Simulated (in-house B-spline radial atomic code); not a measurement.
RPA and G0W0 for C⁻, [He] 2s2 2p3, highest spin, as one setting changes: the share of exact exchange in the PBE hybrid start. A dash marks a level of low quasi-particle weight. Computed with a B-spline radial code for spherical atoms: all electrons, non-relativistic, point nucleus, each spin shell either full or empty, empty states to l = 9 with an (l + 1/2)⁻⁴ tail; G0W0 by contour deformation at full frequency.

| share of exact exchange in the PBE hybrid start | mean-field level (eV) | G0W0 level (eV) | RPA correlation (Eh) |
| --- | --- | --- | --- |
| 0.5 | -0.211 | - | -0.28726 |
| 0.6 | -0.654 | - | -0.27991 |
| 0.7 | -1.115 | 2p up -1.373 | -0.27315 |
| 0.8 | ? | ? | ? |
| 0.9 | ? | ? | ? |
| 1 | -2.585 | 2p up -1.550 | -0.2556 |

Question: What belongs in the row for 0.8?

Answer: mean-field level (eV): -1.592; G0W0 level (eV): 2p up -1.454; RPA correlation (Eh): -0.26689.

Question: What belongs in the row for 0.9?

Answer: mean-field level (eV): -2.083; G0W0 level (eV): 2p up -1.511; RPA correlation (Eh): -0.26106.

Question: At what share of exact exchange does G0W0 leave the highest level unchanged?

Answer: Near 0.77, where the shift changes sign (-0.257 eV at 0.7, +0.138 eV at 0.8).
